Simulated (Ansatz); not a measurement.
Isomers of Cu₅H₄ (doublet), relaxed with B3LYP-D4/def2-SVP; total energies from Ansatz at RPA@PBE/def2-TZVP.

```tsv
isomer	description	energy (Eh)
A	point group not assigned; 3 × Cu–Cu 2.38 to 3.01 Å; 8 × Cu–H 1.60 to 1.69 Å	-8199.58917
B	point group not assigned; 1 × Cu–Cu 2.33 Å; 7 × Cu–H 1.52 to 1.65 Å	-8199.52756
C	point group not assigned; 4 × Cu–Cu 2.35 to 2.83 Å; 7 × Cu–H 1.54 to 1.66 Å	-8199.54979
D	point group C4v; 4 × Cu–Cu 2.52 Å; 8 × Cu–H 1.64 Å	-8199.60279
```

Correlated methods freeze 45 core orbitals.

The isomers come from a short search, and lower ones may exist.

Q: Work out the relative energies (1 Eh = 2625.5 kJ/mol) and the Boltzmann populations at 800 K from electronic energies alone (R = 8.314 J/mol/K).

A: ΔE: A 35.8, B 197.5, C 139.2, D 0.0 kJ/mol. RT = 6.65 kJ/mol. Factors exp(−ΔE/RT): A 0.00459, B 1.26e-13, C 8.11e-10, D 1; sum 1.005. Populations: A 0.5 %, B 0.0 %, C 0.0 %, D 99.5 %. Zero-point energy, vibrational entropy and symmetry numbers are left out and can shift these; an error of 4 kJ/mol changes a ratio by a factor of 1.8. Over the other density-functional and correlated levels in def2 sets, the gap between D and A ranges from 31 to 72 kJ/mol.
